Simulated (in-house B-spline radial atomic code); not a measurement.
Er7+: [Ar] 3d10 4s1 4p6 4d10 4f10 5s2 5p4 (with a hole in an inner shell)

Level of theory: Dirac-Hartree-Fock, average of configuration, Fermi nucleus of rms radius 5.2516 fm; calculated with an all-electron radial atomic-structure program (B-spline basis).

Screening seen three ways: the hydrogenic charge with the same mean radius, Z_r = [3n² - l(l+1)]/(2<r>), the one with the same energy, Z_e = n√(-2ε), and Slater's rules. Values are occupation-weighted means over j. An effective charge above Z reflects the relativistic contraction of the inner shells.

| shell | electrons | ε (eV) | <r> (bohr) | Z_r | Z_e | Slater |
| --- | --- | --- | --- | --- | --- | --- |
| 1s | 2 | -57964 | 0.02037 | 73.65 | 65.27 | 67.70 |
| 2s | 2 | -9969.8 | 0.08583 | 69.91 | 54.14 | 63.85 |
| 2p | 6 | -8867.9 | 0.07637 | 65.47 | 51.06 | 63.85 |
| 3s | 2 | -2385.9 | 0.2244 | 60.16 | 39.73 | 56.75 |
| 3p | 6 | -2041.4 | 0.2232 | 56.00 | 36.75 | 56.75 |
| 3d | 10 | -1588.9 | 0.2036 | 51.58 | 32.42 | 46.85 |
| 4s | 1 | -597.25 | 0.508 | 47.25 | 26.50 | 40.60 |
| 4p | 6 | -473.93 | 0.5348 | 43.01 | 23.61 | 40.60 |
| 4d | 10 | -311.24 | 0.5748 | 36.54 | 19.13 | 29.85 |
| 5s | 2 | -162.52 | 1.16 | 32.34 | 17.28 | 15.30 |
| 4f | 10 | -133.17 | 0.6656 | 27.04 | 12.51 | 19.85 |
| 5p | 4 | -129.85 | 1.288 | 28.33 | 15.45 | 15.30 |

The least bound orbital is 5p3/2 at -127.2 eV, and it is also the most diffuse (<r> = 1.31 bohr). The part-filled 4s shell lies below the filled 5s shell in orbital energy.

Spin-orbit splittings of the orbital energies (j = l + 1/2 above j = l - 1/2 when positive): 2p 919.4 eV, 3p 196.7 eV, 3d 42.49 eV, 4p 45.25 eV, 4d 8.485 eV, 4f 1.363 eV, 5p 7.928 eV.

For the 1s electron the small component carries 6.48 % of the norm, the zero-frequency Breit interaction raises the level by 183.8 eV, self-energy by 112 eV, and vacuum polarisation lowers it by 19.37 eV.
